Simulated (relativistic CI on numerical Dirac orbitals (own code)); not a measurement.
# Sn40+: computed level list

Computed by Dirac-Coulomb-Breit CI, separate exchange-only KLI orbitals for each configuration, model QED (radiative potential, 1s self-energy scaled to tabulated hydrogen-like ionisation energies), unscaled Slater integrals (own radial code, finite nucleus).

CI space (outside the closed core 1s2): 2s2 2p6, 2s2 2p5 3s, 2s2 2p5 3p, 2s2 2p5 3d, 2s 2p6 3s, 2s 2p6 3p, 2s 2p6 3d, 2s2 2p5 4s, 2s2 2p5 4p, 2s2 2p5 4d, 2s2 2p5 4f, 2s 2p6 4s, 2s 2p6 4p, 2s2 2p4 3s2, 2s 2p6 4d, 2s 2p6 4f, 2s2 2p5 5s, 2s2 2p4 3s 3p, 2s2 2p5 5p, 2s2 2p5 5d, 2s2 2p5 5f, 2s2 2p5 5g, 2s2 2p4 3p2, 2s2 2p4 3s 3d, 2s2 2p4 3p 3d, 2s 2p5 3s2, 2s2 2p4 3d2, 2s 2p5 3s 3p, 2s 2p6 5s, 2s 2p5 3p2, 2s 2p5 3s 3d, 2s 2p6 5p, 2s 2p6 5d, 2s 2p6 5f, 2s 2p6 5g, 2s 2p5 3p 3d. Levels of other configurations are missing.

```tsv
No.	Configuration	Term	J	E (eV)	%	Lifetime (s)	jj configuration (%)
1	2s2 2p6	1S	0	0.00	100		closed (100)
2	2s2 2p5 3s	3P°	2	3543.28	100	8.88e-09	2p3/2^3 3s (100)
3	2s2 2p5 3s	1P°	1	3548.29	65	3.98e-14	2p3/2^3 3s (100)
4	2s2 2p5 3p	3P	1	3626.27	47	6.46e-11	2p3/2^3 3p1/2 (99)
5	2s2 2p5 3p	3D	2	3628.83	51	1.18e-11	2p3/2^3 3p1/2 (100)
6	2s2 2p5 3p	3D	3	3688.13	100	1.17e-11	2p3/2^3 3p3/2 (100)
7	2s2 2p5 3p	1P	1	3688.13	57	1.32e-11	2p3/2^3 3p3/2 (99)
8	2s2 2p5 3p	3P	2	3695.62	67	6.07e-12	2p3/2^3 3p3/2 (100)
9	2s2 2p5 3p	1S	0	3726.92	51	5.81e-12	2p3/2^3 3p3/2 (97)
10	2s2 2p5 3s	3P°	0	3779.84	87	1.06e-10	2p1/2 2p3/2^4 3s (87)
11	2s2 2p5 3s	3P°	1	3782.27	63	3.66e-14	2p1/2 2p3/2^4 3s (96)
12	2s2 2p5 3d	3P°	0	3786.42	87	1.32e-11	2p3/2^3 3d3/2 (87)
13	2s2 2p5 3d	3P°	1	3790.80	74	5.03e-13	2p3/2^3 3d3/2 (89)
14	2s2 2p5 3d	3F°	3	3794.38	55	1.06e-11	2p3/2^3 3d3/2 (100)
15	2s2 2p5 3d	3D°	2	3797.92	57	1.01e-11	2p3/2^3 3d3/2 (96)
16	2s2 2p5 3d	3F°	4	3804.94	100	2.62e-11	2p3/2^3 3d5/2 (100)
17	2s2 2p5 3d	1D°	2	3808.80	55	2.18e-11	2p3/2^3 3d5/2 (96)
18	2s2 2p5 3d	3D°	3	3815.01	70	2.32e-11	2p3/2^3 3d5/2 (100)
19	2s2 2p5 3d	1P°	1	3834.85	58	2.28e-15	2p3/2^3 3d5/2 (88)
20	2s2 2p5 3p	3D	1	3863.72	73	6.56e-11	2p1/2 2p3/2^4 3p1/2 (100)
21	2s2 2p5 3p	3P	0	3893.02	51	1.34e-11	2p1/2 2p3/2^4 3p1/2 (97)
22	2s2 2p5 3p	3P	1	3926.18	52	1.07e-11	2p1/2 2p3/2^4 3p3/2 (99)
23	2s2 2p5 3p	3D	2	3928.62	49	6.05e-12	2p1/2 2p3/2^4 3p3/2 (100)
24	2s2 2p5 3d	3F°	2	4030.87	73	1.03e-11	2p1/2 2p3/2^4 3d3/2 (100)
25	2s2 2p5 3d	3P°	2	4045.33	44	2.27e-11	2p1/2 2p3/2^4 3d5/2 (100)
26	2s2 2p5 3d	3D°	1	4047.51	46	2.83e-15	2p1/2 2p3/2^4 3d3/2 (98)
27	2s2 2p5 3d	3F°	3	4047.84	43	2.44e-11	2p1/2 2p3/2^4 3d5/2 (100)
28	2s 2p6 3s	3S	1	4062.64	99	7.37e-13	2s 3s (99)
29	2s 2p6 3s	1S	0	4079.51	100	9.23e-13	2s 3s (100)
30	2s 2p6 3p	3P°	0	4146.42	100	7.86e-13	2s 3p1/2 (100)
31	2s 2p6 3p	3P°	1	4148.18	70	3.18e-14	2s 3p1/2 (99)
32	2s 2p6 3p	3P°	2	4208.50	100	7.38e-13	2s 3p3/2 (100)
33	2s 2p6 3p	1P°	1	4212.34	70	1.20e-14	2s 3p3/2 (100)
34	2s 2p6 3d	3D	1	4309.57	100	8.27e-13	2s 3d3/2 (100)
35	2s 2p6 3d	3D	2	4312.27	88	7.06e-13	2s 3d3/2 (89)
36	2s 2p6 3d	3D	3	4323.32	100	7.99e-13	2s 3d5/2 (100)
37	2s 2p6 3d	1D	2	4334.39	88	4.54e-13	2s 3d5/2 (89)
38	2s2 2p5 4s	3P°	2	4849.36	100	1.05e-13	2p3/2^3 4s (100)
39	2s2 2p5 4s	1P°	1	4851.06	66	5.51e-14	2p3/2^3 4s (100)
40	2s2 2p5 4p	3P	1	4883.82	49	8.63e-14	2p3/2^3 4p1/2 (99)
41	2s2 2p5 4p	3D	2	4884.58	50	8.56e-14	2p3/2^3 4p1/2 (100)
42	2s2 2p5 4p	3D	3	4908.88	100	1.04e-13	2p3/2^3 4p3/2 (100)
43	2s2 2p5 4p	1P	1	4909.05	59	1.02e-13	2p3/2^3 4p3/2 (99)
44	2s2 2p5 4p	3P	2	4911.62	67	1.05e-13	2p3/2^3 4p3/2 (100)
45	2s2 2p5 4p	1S	0	4923.02	63	1.11e-13	2p3/2^3 4p3/2 (100)
```

Energies count from the lowest computed level; ° marks odd parity; lifetimes are radiative, by E1, M1, E2, M2 decay to levels of this space only. Filled j subshells are mostly left out of the jj labels.

The mean weight of the leading LS term, summed over parents, in these 45 levels is 72 %, and that of the leading jj configuration (from the same eigenvectors) 98 %, so jj coupling describes them better and the LS labels are nominal.

At this charge energies of transitions that change n are usually good to better than 1 %, and those within a shell (Δn = 0) to a few per cent.

LS names give the leading component of a level, which can be under half, so a name can repeat, a term be missing and a line seem to break the LS rules.
